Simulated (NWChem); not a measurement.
System: SiHBrF2; SMILES F[SiH](F)Br

NWChem input:

```
start job
memory heap 200 mb stack 900 mb global 1100 mb
geometry units angstroms noautosym nocenter noautoz
  Si     0.372181     0.928584     0.000000
  F     -0.299977     1.589383    -1.288111
  F     -0.299977     1.589383     1.288111
  Br    -0.034359    -1.241447     0.000000
  H      1.819240     1.181372     0.000000
end
basis spherical
  Si library 6-311g**
  F library 6-311g**
  Br library 6-311g**
  H library 6-311g**
end
dft
  xc b3lyp
  iterations 150
end
property
  shielding 4 1 2 4 5
end
task dft property
```

NWChem printed, in part:

```
             Northwest Computational Chemistry Package (NWChem) 7.3.0
             --------------------------------------------------------

                             Geometry "geometry" -> ""
                             -------------------------

 Output coordinates in angstroms (scale by  1.889725989 to convert to a.u.)

  No.       Tag          Charge          X              Y              Z
 ---- ---------------- ---------- -------------- -------------- --------------
    1 Si                  14.0000     0.37218100     0.92858400     0.00000000
    2 F                    9.0000    -0.29997700     1.58938300    -1.28811100
    3 F                    9.0000    -0.29997700     1.58938300     1.28811100
    4 Br                  35.0000    -0.03435900    -1.24144700     0.00000000
    5 H                    1.0000     1.81924000     1.18137200     0.00000000

 Effective nuclear repulsion energy (a.u.)     339.3398532096

                              NWChem Property Module
                              ----------------------

  itol2e modified to match energy
  convergence criterion.

                                 NWChem DFT Module
                                 -----------------

 Summary of "ao basis" -> "ao basis" (spherical)
 ------------------------------------------------------------------------------
       Tag                 Description            Shells   Functions and Types
 ---------------- ------------------------------  ------  ---------------------
 Si                         6-311g**                12       26   6s5p1d
 F                          6-311g**                 8       18   4s3p1d
 Br                         6-311g**                18       44   8s7p3d
 H                          6-311g**                 4        6   3s1p

  itol2e modified to match energy
  convergence criterion.

[...]

          -----------------------------------------
          Chemical Shielding Tensors (GIAO, in ppm)
          -----------------------------------------

                                NWChem CPHF Module
                                ------------------

  scftype          =     RHF
  nclosed          =       34
  nopen            =        0
  variables        =     2652
  # of vectors     =        3
  tolerance        = 0.10D-03
  level shift      = 0.00D+00
  max iterations   =       50
  max subspace     =       30

 SCF residual:    5.6509278808984610E-004

Iterative solution of linear equations
  No. of variables     2652
  No. of equations        3
  Maximum subspace       30
        Iterations       50
       Convergence  1.0D-04

   iter   nsub   residual    time
   ----  ------  --------  ---------
     1      3    2.69D-01      35.1
     2      6    1.24D-02      40.8
     3      9    9.33D-04      46.6
     4     12    2.66D-05      52.3

      Atom:    1  Si
        Diamagnetic
    872.7009     -0.1072     -0.0000
     -0.1072    884.2140      0.0000
     -0.0000      0.0000    879.1563

        Paramagnetic
   -538.0524     23.0608      0.0000
     23.0608   -503.3021      0.0000
      0.0000      0.0000   -517.4758

        Total Shielding Tensor
    334.6485     22.9536      0.0000
     22.9536    380.9119      0.0000
      0.0000      0.0000    361.6805

           isotropic =     359.0803
          anisotropy =      46.9311

          Principal Components and Axis System
                 1           2           3
              390.3677    361.6805    325.1927

      1         0.3809      0.0000      0.9246
      2         0.9246     -0.0000     -0.3809
      3         0.0000      1.0000     -0.0000

      Atom:    2  F
        Diamagnetic
    464.2121     -6.0567     10.4109
     -6.0567    468.5720    -11.3724
     10.4109    -11.3724    481.1181

        Paramagnetic
   -202.8207    -40.3096      8.8035
    -40.3096   -181.5734    -18.5597
      8.8035    -18.5597   -149.8632

        Total Shielding Tensor
    261.3914    -46.3663     19.2143
    -46.3663    286.9986    -29.9322
     19.2143    -29.9322    331.2550

           isotropic =     293.2150
          anisotropy =     103.9961

          Principal Components and Axis System
                 1           2           3
              362.5458    291.0935    226.0058

      1         0.3879     -0.4775      0.7884
      2        -0.5353      0.5796      0.6144
      3         0.7503      0.6604      0.0308

      Atom:    3  Br
        Diamagnetic
   3120.9633      1.4820      0.0000
      1.4820   3130.0629      0.0000
      0.0000      0.0000   3120.9838

        Paramagnetic
   -890.3335    242.9933     -0.0000
    242.9933   -268.1878      0.0000
     -0.0000      0.0000   -902.6908

        Total Shielding Tensor
   2230.6298    244.4753     -0.0000
    244.4753   2861.8752      0.0000
     -0.0000      0.0000   2218.2929

           isotropic =    2436.9326
          anisotropy =     762.8272

          Principal Components and Axis System
                 1           2           3
             2945.4841   2218.2929   2147.0209

      1         0.3236     -0.0000      0.9462
      2         0.9462      0.0000     -0.3236
      3         0.0000      1.0000      0.0000

      Atom:    4  H
        Diamagnetic
     38.3257      4.3012     -0.0000
      4.3012     25.3043     -0.0000
     -0.0000     -0.0000     22.2591

        Paramagnetic
     -6.6679     -0.6930      0.0000
     -0.6930      0.1277     -0.0000
      0.0000     -0.0000     -0.3947

[...]
```

Level: B3LYP/6-311G** (spherical d), GIAO. All runs use the structure optimised with B3LYP/6-31G* (spherical d). B3LYP is NWChem's, with the RPA form of VWN correlation. The output numbers the shielded atoms by their place in the input's list. The printed shielding anisotropy is the first printed principal value minus the mean of the other two.
